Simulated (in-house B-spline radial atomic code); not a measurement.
## The platinum ion Pt⁷⁺: [He] 2s2 (2p1/2)2 (2p3/2)3 3s2 3p6 3d10 4s2 4p6 4d10 4f14 5s2 5p6 5d4 (with a hole in an inner shell)

Method: Dirac-Hartree-Fock, average of the jj configuration, Fermi nucleus of rms radius 5.427 fm. Calculated with a B-spline radial code for spherical atoms.

Z_r = [3n² - l(l+1)]/(2<r>); Z_e = n√(-2ε); the last column is Slater's effective charge. Values are occupation-weighted means over j. An effective charge above Z reflects the relativistic contraction of the inner shells.

| shell | electrons | ε (eV) | <r> (bohr) | Z_r | Z_e | Slater |
| --- | --- | --- | --- | --- | --- | --- |
| 1s | 2 | -79356 | 0.01714 | 87.50 | 76.37 | 77.70 |
| 2s | 2 | -14308 | 0.0714 | 84.04 | 64.86 | 74.20 |
| 2p | 5 | -12700 | 0.06402 | 78.10 | 61.10 | 74.20 |
| 3s | 2 | -3542.5 | 0.1847 | 73.09 | 48.41 | 67.60 |
| 3p | 6 | -3013.9 | 0.1849 | 67.61 | 44.65 | 67.60 |
| 3d | 10 | -2395.5 | 0.1681 | 62.46 | 39.81 | 57.85 |
| 4s | 2 | -889.92 | 0.4102 | 58.50 | 32.35 | 51.25 |
| 4p | 6 | -710.05 | 0.4335 | 53.05 | 28.90 | 51.25 |
| 4d | 10 | -475.58 | 0.4581 | 45.84 | 23.65 | 39.85 |
| 5s | 2 | -230.35 | 0.9261 | 40.49 | 20.57 | 21.35 |
| 4f | 14 | -214.17 | 0.4906 | 36.69 | 15.87 | 28.45 |
| 5p | 6 | -176.22 | 1.033 | 35.35 | 17.99 | 21.35 |
| 5d | 4 | -111.36 | 1.266 | 27.26 | 14.30 | 9.95 |

The least bound orbital is 5d5/2 at -110.4 eV, and it is also the most diffuse (<r> = 1.277 bohr). The part-filled 2p shell lies below the filled 5p shell in orbital energy.

For the 1s electron the small component carries 8.75 % of the norm, the zero-frequency Breit interaction raises the level by 284.8 eV, self-energy by 184.7 eV, and vacuum polarisation lowers it by 37.1 eV.
